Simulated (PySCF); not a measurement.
NaBi⁺ at PBE0

Level: PBE0. Na def2-SVPD, Bi def2-SVPD with ECP60; scalar-relativistic core potentials (PySCF 2.14).

- state: ²Π (doublet), unpaired electrons π ↑, a second solution, started from another occupation
- bond length: 325.2 pm
- harmonic wavenumber: 143 cm⁻¹
- force constant: 0.250 mdyn/Å
- rotational constant Be: 0.07695 cm⁻¹
- anharmonicity ωexe: 0.623 cm⁻¹
- vibration–rotation constant αe: 0.000495 cm⁻¹
- bond order (Mayer): 0.49
- dipole moment (positive dipole points towards Bi; it is taken about the centre of mass and depends on that origin): -9.60 D

These are scalar-relativistic numbers at best; spin–orbit coupling would shift them, the dissociation energy most.
